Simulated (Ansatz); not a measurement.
Molecule: Si2O2, charge 0, multiplicity 1. 
Geometry from a B3LYP-D3(BJ)/def2-TZVP (Ansatz, a first-principles code) optimisation:
```
O
Si 1 1.6993
Si 1 1.6993 2 92.72
O 3 1.6993 1 87.28 2 0.00
```
Charge 0, spin multiplicity 1.

Basis-set convergence of Hartree-Fock and MP2 correlation energies (hartree) with Ansatz. Correlated levels leave the core frozen unless marked. Spin-orbit coupling is left out. Non-relativistic.

The Hartree-Fock reference is unstable (checked in the largest basis), which strains HF and MP2. 

```
basis        functions       E(HF)  E(corr, MP2)
-----------  ---------  ----------  ------------
cc-pV(D+d)Z         74  -727.69338      -0.51615
cc-pV(T+d)Z        138  -727.78637      -0.65278
cc-pV(Q+d)Z        238  -727.80590      -0.70490
```

Extrapolating the two largest sets (X = 3 and 4) as X^-3: E(corr) = (64·(-0.70490) - 27·(-0.65278))/37 = -0.7429 Eh, an estimate of the basis-set limit. The largest set recovers 94.9 % of it, the smallest 69.5 %.
